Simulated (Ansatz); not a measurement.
`C#[C][Zr]([F])([F])[Cl]` + H–F → `C#[C][Zr]([F])([F])[F]` + HCl at 700 K and 1 bar (ligand exchange at a Zr–Cl bond).

Isolated molecules relaxed with PBE0-D4/def2-TZVP in Ansatz; ΔE leaves out vibrations. CCSD(T)/CBS adds triple-zeta CCSD(T) − MP2 to the extrapolated MP2 energy (def2 sets, frozen cores). This one scheme is used for every species. def2 core potentials past Kr. For Zr outer-core shells are correlated without core-valence functions, which leaves a few kJ/mol of doubt a bond.

```
                  species  CCSD(T)/CBS energy (Eh)  H − E (kJ/mol)  S (J/(mol·K))
`C#[C][Zr]([F])([F])[Cl]`               -783.24684           137.6          499.8
                      H–F               -100.39570            45.2          198.5
 `C#[C][Zr]([F])([F])[F]`               -423.26659           138.3          477.1
                      HCl               -460.38127            38.4          211.8
```

H − E and S are ideal-gas, rigid-rotor, harmonic terms from PBE0-D4/def2-TZVP. 1 Eh = 2625.50 kJ/mol, R = 8.31446 J/(mol·K).

Question: By hand: ΔE, ΔH, ΔS and ΔG.

Answer: ΔE = (-423.26659) + (-460.38127) − (-783.24684) − (-100.39570) = -0.00532 Eh = -14.0 kJ/mol. Δ(H − E) = 138.3 + 38.4 − 137.6 − 45.2 = -6.1, so ΔH = -20.1 kJ/mol. ΔS = 477.1 + 211.8 − 499.8 − 198.5 = -9.4 J/(mol·K). ΔG = -20.1 − 700 × (-9.4)/1000 = -13.5 kJ/mol.

Question: By hand: the equilibrium constant, and the temperature at which ΔG would vanish if ΔH and ΔS stayed fixed.

Answer: log₁₀ K = −ΔG/(RT ln 10) = 1.0. ΔG = 0 at ΔH/ΔS = 2138 K, though so small a ΔS makes that figure unsure.

The number of gas molecules stays the same, so ΔS is small and ΔH decides. A doubt of 5 kJ/mol in ΔE shifts log₁₀ K by 0.4 here. These are equilibria of isolated gas molecules and say nothing of rates. Largest T1 diagnostic: 0.017 (customary marks: 0.02 for closed shells, 0.045 for open ones).
